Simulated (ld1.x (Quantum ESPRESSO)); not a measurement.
Results of a calculation; reference values are marked as such.
## Potentials for zirconium compared

Generated with ld1.x 7.5 (TM, RRKJ, ultrasoft, PAW), atompaw 4.2 or ONCVPSP 4.0.1. The cutoff is in Ry: for ld1.x and atompaw files where the sum of valence levels is converged to 10 mRy in a Bessel basis, for ONCV files where the hardest occupied wave has 1 mHa per electron of residual kinetic energy. The error is the largest all-electron minus pseudo excitation energy over each file’s own four to seven test configurations (ionisations up to +4, promotions, holes and added fractions of an electron), all of which were solved. The labels leave out finer settings (local radius, basis sizes, second energies), which also bear on the numbers. Spin-polarised tests are not counted. The rows are a selection from randomly drawn settings: files with unsolved tests, undetermined cutoffs or missed reference levels are left out.

A true bound ghost makes a file unfit for plane-wave use even where its test errors are small: the radial tests pick states by their node count and pass the ghost by.

| potential | cutoff (Ry) | largest error (meV) | bound ghosts |
| --- | --- | --- | --- |
| TM, Wu–Cohen, scalar-relativistic, rc 2.65/2.60/2.05 (spd), local s, core correction no, reference 4d2 5s0.5 5p0 | 30 | +34 | p |
| TM semilocal, PW91, scalar-relativistic, rc 2.85/2.95/2.25 (spd), local p, core correction yes, reference 4d2 5s2 5p0 | 25 | -239 | none |
| TM, PBE, fully relativistic, rc 3.10/3.30/2.35 (spd), local p, core correction yes, reference 4d2 5s1.5 5p0 | 25 | -126 | none |
| TM, PBE, fully relativistic, rc 2.50/2.65/2.45 (spd), local d, core correction no, reference 4d2 5s0 5p0 | 25 | +454 | s, p3/2, p1/2 |
| TM, LDA (PZ), scalar-relativistic, rc 3.05/2.20/2.05 (spd), local s, core correction no, reference 4p6 4d2 5s1.5 5p0 | 30 | -849 | none |

(1) Fill in the row for Zr: TM semilocal, LDA (PZ), scalar-relativistic, rc 2.80/4.20/1.90 (spd), local p, core correction yes, reference 4d2 5s1.75 5p0.25.

(2) Fill in the row for Zr: TM semilocal, PBEsol, scalar-relativistic, rc 2.20/2.00/2.00 (spd), local s, core correction yes, reference 4p6 4d2 5s1.5 5p0.

## Answers

(1) cutoff 30 Ry, largest error -224 meV, bound ghosts: none.

(2) cutoff 30 Ry, largest error +113 meV, bound ghosts: none.
